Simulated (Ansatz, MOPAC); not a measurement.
Species: CHO, net charge 0, doublet state. SMILES: [C-]=[OH+]

Atoms: C1, O2, H3. Bonds: C1-O2, O2-H3.

Bond lengths (Å) and angles (degrees) optimised at AM1 with MOPAC; PBE/6-31G* with Ansatz (a first-principles code); B3LYP/6-31G* with Ansatz, each started from the B3LYP-D3(BJ)/def2-TZVP structure (Ansatz) of the last column. A row stands for all coordinates that are equal there. 6-31G* holds six Cartesian d functions. No wavenumbers were computed at PBE/6-31G*, so these may be saddle points.

```
coordinate    AM1  PBE/6-31G*  B3LYP/6-31G*  B3LYP-D3(BJ)/def2-TZVP
----------  -----  ----------  ------------  ----------------------
C1-O2       1.273       1.281         1.280                   1.267
O2-H3       0.985       1.019         0.996                   0.990
C1-O2-H3    115.1       115.6         114.7                   115.1
```

Mean signed difference of all 2 bond lengths from B3LYP-D3(BJ)/def2-TZVP: AM1 0.000 Å, PBE/6-31G* 0.021 Å, B3LYP/6-31G* 0.009 Å.
